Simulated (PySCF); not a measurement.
Ligand exchange on a metal centre used in film growth or etching (Mo OH-NH2). Isolated molecules, 0 K electronic values unless said otherwise. One relaxed conformer stands for each flexible species; it need not be the lowest. In the def2 sets, heavy atoms carry core potentials. All members: neutral, multiplicity 1. Level: TPSSh-D3(BJ)/def2-TZVP // TPSS-D3(BJ)/def2-SVP (PySCF), beside PBE-D3(BJ)/def2-TZVP // TPSS-D3(BJ)/def2-SVP (PySCF) at the same geometries. 

```csv
species,"HOMO–LUMO gap, PBE (eV)","HOMO–LUMO gap, TPSSh-D3(BJ) (eV)"
[Mo(OH)2(NH2)4],2.34,3.17
[Mo(OH)(NH2)5],2.35,3.16
[Mo(OH)5(NH2)],2.56,3.44
[Mo(OH)4(NH2)2],2.58,withheld
[Mo(OH)3(NH2)3],2.71,3.56
[Mo(NH2)6],2.80,3.59
```

Task: Fit y = a + b·x, y being the HOMO–LUMO gap at the first level, to the 5 complete rows by least squares, with x = the PBE value in eV. Give a, b and the rms residual, and predict the withheld value.

Result: Means of the 5 rows: x̄ = 2.552, ȳ = 3.384 eV. Σ(x − x̄)² = 0.17228 and Σ(x − x̄)(y − ȳ) = 0.16996, so b = 0.987 and a = ȳ − b·x̄ = 0.865 eV. The rms residual is 0.031 eV. At x = 2.58 the line gives 3.41 eV. The run for [Mo(OH)4(NH2)2] gave 3.46 eV, so the line is off by 0.05 eV, within twice the rms residual.

Codes: PySCF.
